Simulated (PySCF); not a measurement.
CH5CdNO. Atoms are numbered in the order given.

```xyz
9

Cd     0.0804    -0.3283     0.0000
O      0.5204     1.6012     0.0000
C     -0.4503     2.6088     0.0000
H     -1.1134     2.5943    -0.8918
H      0.0535     3.5953     0.0000
H     -1.1134     2.5943     0.8918
N     -0.4308    -2.2777     0.0000
H     -0.0660    -2.7723    -0.8165
H     -0.0660    -2.7723     0.8165
```

Coordinates come from a B3LYP-D3(BJ)/def2-SVP optimisation. The structure was generated by enumeration; whether it is a known compound was not checked. The def2 effective core potentials stand for the cores of Cd; spin–orbit coupling is left out. The values are those of a single conformer.

All values below come from TDA-CAM-B3LYP/def2-SVPD (PySCF).

Vertical excitations.  State labels are in the subgroup Cs.

```
state  symmetry  energy (eV)  λ (nm)      f                              main pairs
-----  --------  -----------  ------  -----  --------------------------------------
S1           A"         4.85     255  0.006                          HOMO→LUMO 91 %
S2           A'         5.03     247  0.054                        HOMO−1→LUMO 81 %
S3           A'         5.50     225  0.061      HOMO−2→LUMO 67 %, HOMO→LUMO+1 17 %
S4           A"         5.94     209  0.011                      HOMO−1→LUMO+1 96 %
S5           A"         6.03     206  0.006                        HOMO→LUMO+2 92 %
S6           A'         6.20     200  0.093      HOMO→LUMO+1 71 %, HOMO−2→LUMO 13 %
S7           A"         6.33     196  0.013                      HOMO−2→LUMO+1 97 %
S8           A'         6.43     193  0.040                      HOMO−1→LUMO+2 79 %
S9           A'         6.62     187  0.043                      HOMO−2→LUMO+2 78 %
S10          A'         7.29     170  0.024  HOMO−1→LUMO+3 62 %, HOMO−1→LUMO+4 20 %
T1           A'         4.27     290      0                        HOMO−1→LUMO 92 %
T2           A"         4.47     278      0                          HOMO→LUMO 89 %
T3           A'         4.80     258      0                        HOMO−2→LUMO 87 %
T4           A'         5.67     219      0                        HOMO→LUMO+1 95 %
```
Triplets are in the Tamm–Dancoff approximation.
